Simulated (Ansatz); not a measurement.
Consider the formal exchange of groups at the Si–C bond: `O=C[SiH2][SiH2][SiH3]` + `F[SiH2][GeH3]` → `[SiH3][SiH2][SiH2][SiH2][GeH3]` + `O=CF`.

Program: Ansatz. Geometries: PBE0-D4/def2-TZVP. ΔE: electronic, gas phase. CBS: MP2 limit from def2 TZ/QZ plus the TZ coupled-cluster correction, frozen cores. This one scheme is used for every species. Functionals use def2-TZVPP. B3LYP here is the variant with VWN-RPA as its local correlation; programs differ in this. For Ge outer-core shells are correlated without core-valence functions, which leaves a few kJ/mol of doubt a bond. Scalar relativity is left out up to krypton. Each species was taken in one conformer, which may not be the lowest.

Question: Is it downhill or uphill in electronic energy at CCSD(T)/CBS, and by how much? (An estimate is asked.)

Answer: Ansatz gave: Uphill: ΔE = +19.0 kcal/mol.

Question: What do these levels give: PBE-D4, B3LYP-D4, ωB97X-V, ωB97M-V, B2PLYP, HF/CBS(def2)? (An estimate is asked.)

Answer: Ansatz gave: PBE-D4 11.1, B3LYP-D4 17.3, ωB97X-V 16.4, ωB97M-V 18.1, B2PLYP 19.5, HF/CBS(def2) 24.4 kcal/mol.

Largest T1 diagnostic among the species: 0.016.

The D4 term adds −2.7 kcal/mol with B3LYP and −1.7 kcal/mol with PBE0; it sums over pairs of atoms, weighted by their polarisabilities, and B3LYP, whose exchange is more repulsive, gets the larger term. From PBE to PBE0 (25 % exact exchange), in def2-TZVPP and without D4, ΔE moves by +1.0 kcal/mol.
